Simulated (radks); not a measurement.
Values are calculated unless marked as measured or tabulated.
Sm III, configuration [Kr] 4d10 4f6 5s2 5p5 6s1 (not the ground configuration). Code: a radial shooting solver on a logarithmic mesh with Libxc functionals. Model: scalar-relativistic Kohn-Sham, r2SCAN, spin-polarised, spherical densities, finite nucleus; open shells are filled with parallel spins first (spin-orbit coupling, left out, can overturn this in heavy ions); meta-GGA in the generalised Kohn-Sham scheme; Fermi nuclear charge, rms radius 5.0819 fm. Some entries of the table are withheld. Estimate them.

| orbital | occ. | eigenvalue (hartree) | <1/r> (bohr^-1) | <r^2> (bohr^2) |
|---|---|---|---|---|
| 1s up | 1 | -1718.521 | 68.81 | 0.0007051 |
| 1s down | 1 | -1718.517 | 68.81 | 0.0007051 |
| 2s up | 1 | -282.1298 | 15.95 | 0.01111 |
| 2s down | 1 | -282.1298 | 15.95 | 0.01111 |
| 2p up | 3 | -251.6228 | 14.95 | 0.008920 |
| 2p down | 3 | -251.6205 | 14.95 | 0.008920 |
| 3s up | 1 | -62.63365 | 5.843 | 0.07408 |
| 3s down | 1 | -62.54401 | 5.849 | 0.07395 |
| 3p up | 3 | -53.04472 | 5.500 | 0.07427 |
| 3p down | 3 | -52.95418 | 5.507 | 0.07411 |
| 3d up | 5 | -40.05731 | 5.211 | 0.06284 |
| 3d down | 5 | -39.98578 | 5.217 | 0.06263 |
| 4s up | 1 | -13.19661 | 2.439 | 0.3794 |
| 4s down | 1 | -12.96349 | 2.439 | 0.3790 |
| 4p up | 3 | -10.03235 | 2.246 | 0.4286 |
| 4p down | 3 | -9.79657 | 2.246 | 0.4280 |
| 4d up | 5 | -5.57691 | 1.969 | 0.5239 |
| 4d down | 5 | -5.33512 | 1.970 | 0.5238 |
| 5s up | 1 | -2.36188 | 0.9534 | 2.159 |
| 5s down | 1 | -2.19125 | 0.9252 | 2.271 |
| 5p up | 3 | -1.57537 | 0.8163 | (1) |
| 5p down | 2 | -1.43789 | 0.7895 | (2) |
| 4f up | 6 | -0.82535 | 1.397 | 1.168 |
| 5d up | 0 | -0.63157 | 0.5496 | 6.404 |
| 6s up | 1 | (3) | 0.3695 | (4) |
| 4f down | 0 | -0.59368 | 1.360 | 1.333 |
| 5d down | 0 | -0.52168 | 0.5327 | 6.937 |
| 6p up | 0 | -0.43015 | 0.3166 | 17.76 |

Answer. 
(1) 5p up <r^2> (bohr^2): 2.892
(2) 5p down <r^2> (bohr^2): 3.038
(3) 6s up eigenvalue (hartree): -0.59902
(4) 6s up <r^2> (bohr^2): 12.99
